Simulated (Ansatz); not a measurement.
Task: Predict a relaxed structure of triphenyltelluronium hexafluoroantimonate (C₁₈H₁₅F₆SbTe), charge 0, singlet, at PBE-D4/def2-SVP (Ansatz).

Result: 
```xyz
41

F    -3.617    2.715   -2.765
Sb   -3.838    1.018   -1.866
F    -5.066    1.753   -0.574
F    -2.304    1.509   -0.671
F    -5.224    0.398   -3.050
F    -3.810   -0.682   -0.869
F    -2.421    0.269   -3.011
C     2.424    3.009   -2.096
C     2.890    2.025   -1.209
C     2.032    1.000   -0.778
C     0.704    0.987   -1.238
Te   -0.673   -0.547   -0.628
C    -0.964   -0.006    1.426
C     0.102    0.388    2.249
C    -0.167    0.738    3.582
C    -1.482    0.689    4.072
C    -2.537    0.299    3.232
C    -2.288   -0.047    1.894
C     0.898   -1.975   -0.210
C     0.992   -2.623    1.035
C     1.960   -3.624    1.220
C     2.822   -3.980    0.170
C     2.714   -3.338   -1.076
C     1.749   -2.339   -1.272
C     0.225    1.957   -2.136
C     1.099    2.970   -2.560
H     3.100    3.809   -2.433
H     3.930    2.047   -0.850
H     2.409    0.215   -0.105
H     1.132    0.435    1.867
H     0.659    1.055    4.237
H    -1.687    0.966    5.117
H    -3.570    0.274    3.611
H    -3.115   -0.323    1.221
H     0.322   -2.351    1.865
H     2.038   -4.128    2.197
H     3.579   -4.764    0.321
H     3.385   -3.616   -1.904
H     1.675   -1.840   -2.252
H    -0.810    1.927   -2.502
H     0.732    3.734   -3.262
```
 This is one stationary point.

In the def2 sets Sb, Te take a core potential; there is no spin–orbit coupling. Single mean-field runs in def2-SVP are fitted with def2-universal-jkfit.
